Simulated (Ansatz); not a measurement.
Start from `[NH2][Mo](=[O])(=[O])[OH]` and change one atom or group to get `[O]=[Mo](=[O])([OH])[OH]`.

Ansatz, PBE0-D4/def2-TZVP geometries, multiplicity 1. Each molecule was computed in one conformer, which needn't be the lowest.

Elements past krypton have def2 core potentials.

```tsv
property	`[NH2][Mo](=[O])(=[O])[OH]`
HOMO energy (B3LYP/def2-TZVPP) / eV	-8.20
size of the dipole moment (ωB97M-V/def2-TZVPP) / D	3.63
LUMO energy (PBE0/def2-TZVPP) / eV	-1.97
LUMO energy (PBE/def2-TZVPP) / eV	-2.77
HOMO–LUMO gap (B3LYP/def2-TZVPP) / eV	5.99
size of the dipole moment (B3LYP/def2-TZVPP) / D	3.68
```

Q: Give the same properties after the change, and the shifts. (Estimate.)

A: Computed: 
| property | `[O]=[Mo](=[O])([OH])[OH]` | shift |
| --- | --- | --- |
| HOMO energy (B3LYP/def2-TZVPP) / eV | -8.93 | -0.73 |
| size of the dipole moment (ωB97M-V/def2-TZVPP) / D | 2.49 | -1.14 |
| LUMO energy (PBE0/def2-TZVPP) / eV | -2.15 | -0.18 |
| LUMO energy (PBE/def2-TZVPP) / eV | -2.90 | -0.13 |
| HOMO–LUMO gap (B3LYP/def2-TZVPP) / eV | 6.52 | 0.53 |
| size of the dipole moment (B3LYP/def2-TZVPP) / D | 2.52 | -1.16 |

With PBE0 the HOMO falls by 0.75 eV and the LUMO falls by 0.18 eV, so the gap widens by about 0.57 eV. PBE moves the HOMO by -0.53 eV and ωB97M-V by -0.83 eV. The zero-point energy changes by -31.7 kJ/mol with -3 modes. Dipoles are sizes alone; their direction can turn.

B3LYP here is the variant with VWN-RPA as its local correlation; programs differ in this.
